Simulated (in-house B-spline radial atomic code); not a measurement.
A run on neutral lanthanum (an excited or competing configuration) that did not converge. Method: scalar-relativistic (X2C) wB97X, spin-polarised, spherical fractional occupations, exact exchange averaged over the configuration, Fermi nucleus of rms radius 4.855 fm; computed with an all-electron radial atomic-structure program (B-spline basis).

Command:
```bash
python run_scf.py task.json out
```
Settings (nuclear radius in fm, mass in u):
```
Z                57
configuration    [Xe] 6s2 7f1
hamiltonian      x2c
method           wb97x
spin_polarised   True
nucleus          fermi
rms_radius       4.855
atomic_mass      138.90636
speed_of_light   137.035999084
exact_exchange   averaged over the configuration
```

First and last ten iterations of the last attempt (damped for 15 steps, keeping 80 % of the old Fock matrix, then DIIS):
```
 iter        energy (Eh)    residual
    1       -8486.802632    4.88e-01
    2       -8490.376119    2.64e-01
    3       -8491.572968    1.77e-01
    4       -8492.132320    1.18e-01
    5       -8492.395653    7.82e-02
    6       -8492.518516    5.19e-02
    7       -8492.575625    3.43e-02
    8       -8492.602209    2.43e-02
    9       -8492.614764    1.81e-02
   10       -8492.620840    1.37e-02
  111       -8492.627165    1.04e-04
  112       -8492.627161    1.04e-04
  113       -8492.627160    8.54e-05
  114       -8492.627167    9.25e-05
  115       -8492.627168    9.81e-05
  116       -8492.627147    1.63e-04
  117       -8492.627117    1.87e-04
  118       -8492.627154    1.08e-04
  119       -8492.627156    8.04e-05
  120       -8492.627161    7.50e-05
 not converged after 120 iterations
```

The smallest residual met was 7.4e-05; the threshold is about 6e-07. No energy from this run should be used. Run time, properties included: 57 s on 1 thread of Arm Neoverse N1, on a shared host.
